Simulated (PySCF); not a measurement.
Shapes and spin states of ReO₂⁻

Computed with PBE0/[Re def2-SVPD with ECP60, O def2-SVPD], scalar-relativistic core potentials, density fitting, no spin–orbit coupling, PySCF.

Relaxations began from a few typed shapes and spin states; open shells are unrestricted. The search is not exhaustive: other isomers or separated fragments can lie lower, and high-lying points may rest on an excited occupation.

| spin | group | bonds | angles | imaginary modes (cm⁻¹) | ΔE (kJ/mol) | ΔE with ZPE (kJ/mol) |
| --- | --- | --- | --- | --- | --- | --- |
| triplet | C2v | Re–O 1.732 Å (×2) | O–Re–O 133.4° | none | 0.0 | 0.0 |
| singlet (closed shell, unstable to spin polarisation) | C2v | Re–O 1.719 Å (×2) | O–Re–O 126.4° | none | 74.7 | 75.0 |
| quintet | C2v | Re–O 1.779 Å (×2) | O–Re–O 119.2° | none | 114.9 | 114.0 |
| singlet (closed shell, unstable to spin polarisation) | D∞h | Re–O 1.768 Å (×2) | O–Re–O 180.0° | 224i, 224i | 143.6 | – |
| quintet | D∞h | Re–O 1.845 Å (×2) | O–Re–O 180.0° | 225i, 93i | 212.9 | – |
| broken-symmetry Ms = 0 (⟨S²⟩ 0.97) | C2v | O–O 1.418 Å, Re–O 1.926 Å (×2) | O–O–Re 68.4° (×2), O–Re–O 43.2° | none | 627.9 | 627.6 |
| triplet (⟨S²⟩ 2.41) | Cs | O–O 1.339 Å, Re–O 1.830 Å | O–O–Re 114.0° | none | 633.4 | 630.8 |
| singlet (closed shell, unstable to spin polarisation) | C2v | O–O 1.389 Å, Re–O 1.925 Å (×2) | O–O–Re 68.8° (×2), O–Re–O 42.3° | none | 666.0 | 665.0 |

The lowest minimum found is the triplet C2v: Re–O 1.732 Å (×2); O–Re–O 133.4°.

Formally Re is in oxidation state +3, d4, with 2 unpaired electrons (the high-spin count would be 4). The Mulliken spin on Re is 1.96. The polar-tensor charge on Re, 0.63, is far below the formal one.

For the lowest minimum: other spin states or occupations of the open shell can lie lower. The lowest empty level of this anion is unbound, so it and the gap depend on the basis. Spin–orbit coupling, left out here, can matter for elements this heavy.

The electron or spin density has lower symmetry than the nuclear frame for the quintet D∞h at 212.9 kJ/mol, broken-symmetry Ms = 0 (⟨S²⟩ 0.97) C2v at 627.9 kJ/mol.
